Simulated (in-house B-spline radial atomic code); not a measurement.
How numerical settings move a run on Xe⁺, [Kr] 4d10 5s2 5p5. Computed with a B-spline radial code for spherical atoms: non-relativistic RPBE, spin-polarised, spherical fractional occupations, point nucleus.

Command:
```bash
python run_scf.py task.json out
```
Settings of the sound reference run:
```
Z                54
electrons        53
configuration    [Kr] 4d10 5s2 5p5
hamiltonian      nr
method           rpbe,pbe
spin_polarised   True
knot_spacing     0.22
spline_order     8
gauss_points     12
box_radius       35.29
max_iterations   70
damping          0.5
damped_steps     3
diis_vectors     10
tolerance        1e-08
start            Thomas-Fermi
```

Cost of the run: 0.37 s on 1 thread of Arm Neoverse N1, on a shared host.

It converges in 10 iterations to -7234.096998 hartree, with 5p down at -16.5731 eV. The other runs change the listed settings, some to values that make no sense; their results aren't properties of the atom or ion. Radii are in bohr (the nuclear one in fm), a minus after a letter asks for a j subshell, and «unchanged» means within 1e-8 hartree. The run stops when the residual is below 10 × tolerance × max(1, Z/10), or a noise floor if that is larger, and the energy moves by less than 1e-8 × √|E| hartree; so very loose and very tight tolerances often act alike.

| changed settings | outcome |
| --- | --- |
| spline_order = 10 | converged in 10 iterations, energy +4.93e-06 hartree from the reference, 5p down level +8.2e-05 eV |
| gauss_points = 4 | converged in 10 iterations, energy +2.34e-06 hartree from the reference, 5p down level +6.1e-07 eV |
| spline_order = 5 | converged in 10 iterations, energy +1.75e-04 hartree from the reference, 5p down level -7.1e-05 eV |
| spline_order = 7, first_knot = 0.00556, max_iterations = 50, damped_steps = 30, tolerance = 1e-13 | converged in 29 iterations, energy +1.76e-06 hartree from the reference, 5p down level +2.4e-04 eV |
| gauss_points = 16 | converged in 10 iterations, energy unchanged |
| knot_spacing = 0.3, gauss_points = 5, max_iterations = 60, damping = 0.95, damped_steps = 1 | converged in 9 iterations, energy +1.05e-04 hartree from the reference, 5p down level +4.6e-04 eV |
| hamiltonian = dirac, method = scan,scan, spin_polarised = False, nucleus = fermi, rms_radius = 4.7859, mass_number = 132, atomic_mass = 131.9042, speed_of_light = 137.036 | stopped with error: meta-GGAs are not served with the Dirac Hamiltonian |
| spline_order = 6 | converged in 10 iterations, energy +1.22e-06 hartree from the reference, 5p down level +2.1e-04 eV |
| first_knot = 0.000185, max_iterations = 50, diis_vectors = 1 | not converged after 50 iterations, last residual 5.9e-05, last energy -5.10e-06 hartree from the reference |
| electrons = 61, configuration = [Kr] 4d10 5s2 5p5 7s2 7p6, max_iterations = 75 | converged in 20 iterations to -7233.5225 hartree, a different physical problem (warning: 7s up has a positive eigenvalue: unbound, held by the box) |
| spline_order = 7 | converged in 10 iterations, energy +8.97e-06 hartree from the reference, 5p down level +1.3e-04 eV |
| spline_order = 3 | converged in 10 iterations, energy +2.39e-01 hartree from the reference, 5p down level -9.4e-04 eV |

What happens with box_radius = 70.58, max_iterations = 75, tolerance = 0.001?

Converged in 9 iterations, energy unchanged, 5p down level -9.1e-06 eV.

What happens with spline_order = 4?

Converged in 10 iterations, energy +4.49e-03 hartree from the reference, 5p down level +2.3e-04 eV.

What happens with gauss_points = 3?

Converged in 10 iterations, energy -1.21e+06 hartree from the reference, 5p down level +2.3e+00 eV.

What happens with gauss_points = 5?

Converged in 10 iterations, energy -9.11e-08 hartree from the reference.
